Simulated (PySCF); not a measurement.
Gas-phase reaction: GeCl3 + 2 O2 → GeO + 3 ClO

Method: PySCF energies plus ideal-gas RRHO corrections (1 bar). † marks an energy on the PBE0/def2-TZVP geometry and frequencies; other levels use their own. 6-31G* has spherical d functions here. Open shells (unrestricted): GeCl3 (multiplicity 2), O2 (multiplicity 3), ClO (multiplicity 2, electronic degeneracy 4); the rest are closed-shell singlets. Spin-orbit splitting is ignored; it lowers the true energy and changes the entropy of ClO. B3LYP is the form with VWN-RPA correlation. Ge: all electrons, no relativistic terms. GeCl3: computed as isolated molecules; such fragments, hydroxides, amides, oligomers or adducts are transient or little studied in the gas. The harmonic model lacks anharmonicity and excited electronic states, which grow with temperature; levels with a mode under 35 cm⁻¹ are left out.

```tsv
level	ΔE electronic, kJ	ΔH°(298 K), kJ	ΔS°(298 K), J/K	ΔG°(1000 K), kJ
B3LYP/6-31G*	590	581	157	428
B3LYP/def2-TZVP†	524	516	158	362
BLYP/def2-TZVP†	473	465	158	311
M06-2X/def2-TZVP†	615	607	158	452
PBE/def2-SVP	642	634	156	482
PBE/def2-TZVP†	529	521	158	367
PBE0/def2-QZVP†	570	562	158	408
PBE0/def2-SVP†	696	689	158	534
r2SCAN/def2-TZVP†	588	580	158	426
LDA/def2-TZVP†	561	553	158	399
ωB97X-V/def2-TZVP†	586	578	158	424
```
ΔH° is lowest at BLYP/def2-TZVP† and highest at PBE0/def2-SVP†. No reference value is set beside these.
